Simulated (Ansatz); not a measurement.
Reactions of C2H3FSi, SMILES `F[SiH]1C=C1`.

Program: Ansatz. Geometries: PBE0-D4/def2-TZVP. ΔE: electronic, gas phase. CCSD(T)/CBS is the MP2 limit (def2-TZVPP, def2-QZVPP) plus CCSD(T) − MP2 in def2-TZVPP, frozen cores. This one scheme is used for every species, atoms too. No spin–orbit coupling; open shells (•) take unrestricted orbitals. Spin–orbit coupling would lower the free atoms: a little for C, F, Si. Each species was taken in one conformer, which may not be the lowest.

Question: Order these by ΔE at CCSD(T)/CBS, lowest first. (An estimate is asked.)
A. `F[SiH]1C=C1` + H₂S → `S[SiH]1C=C1` + H–F
B. `F[SiH]1C=C1` + CH₄ → `C[SiH]1C=C1` + H–F
C. `F[SiH]1C=C1` + H₂O → `O[SiH]1C=C1` + H–F
D. `F[SiH]1C=C1` + `O[SiH2]O` → `O[SiH2]O[SiH]1C=C1` + H–F
E. `F[SiH]1C=C1` + H₂ → `C1=C[SiH2]1` + H–F
F. `F[SiH]1C=C1` → 2 C• + F• + 3 H• + Si•

Answer: D (+22.5 kJ/mol), C (+37.2 kJ/mol), A (+73.8 kJ/mol), E (+118.7 kJ/mol), B (+141.3 kJ/mol), F (+2825.4 kJ/mol).

Largest T1 diagnostic: 0.013, for `C1=C[SiH2]1`.
